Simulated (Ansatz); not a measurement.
AlOCl, SMILES [Al]([Cl])=[O].

Coordinates come from a B3LYP-D3(BJ)/def2-TZVP optimisation.

Two levels are set side by side: PBE/def2-TZVPD (Ansatz, a quantum-chemistry and plane-wave program) and CAM-B3LYP/def2-TZVPD (Ansatz). Energy differences of separate SCF runs at the same geometry; the states with an electron removed or added have multiplicity 2 and 2. Differences are taken from unrounded values.

| quantity | PBE |
|---|---|
| vertical ionisation energy (eV) | 10.40 |
| vertical electron affinity (eV) | 1.08 |
| vertical singlet–triplet gap (eV) | 3.18 |

Problem. These are the PBE values. What does CAM-B3LYP give? (The exact figures need the calculation; the answer reports its results.)

Solution. 
```
quantity                           CAM-B3LYP  PBE minus CAM-B3LYP
---------------------------------  ---------  -------------------
vertical ionisation energy (eV)        10.20                 0.20
vertical electron affinity (eV)         1.06                 0.02
vertical singlet–triplet gap (eV)       2.93                 0.26
```
